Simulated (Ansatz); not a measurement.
Harmonic frequencies (cm⁻¹) at PBE0-D4/def2-TZVP from Ansatz: 100, 178, 360, 471, 508, 564, 582, 846, 1139, 1849, 2593, 2691.

Q: Which molecule is it?
A. `[BH2][InH][F]`
B. `CC=C=C=N`
C. `[ZnH][SiH]1N[SiH2]1`
D. `[Cl][Al]1[CH2][O]1`

A: A.
